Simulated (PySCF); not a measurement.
A structure optimised at PBE-D3(BJ)/def2-TZVP, used in a PySCF frequency run:

```xyz
8

Cd    -0.0443    -0.7088     0.0000
C      0.6893     1.4337     0.0000
C     -0.4270     2.4167     0.0000
H      1.2916     1.3659     0.9138
H      1.2916     1.3659    -0.9138
H     -1.0505     2.3872    -0.9016
H     -1.0505     2.3872     0.9016
H      0.0710     3.4118     0.0000
```
Charge +1, spin multiplicity 1.

Task: Write its SMILES, formula and point group.

Result: C[CH2][Cd+], C2H5Cd, Cs

Task: What are its rotational constants (standard atomic weights)?

Result: 29.717, 2.8381, 2.6820 GHz
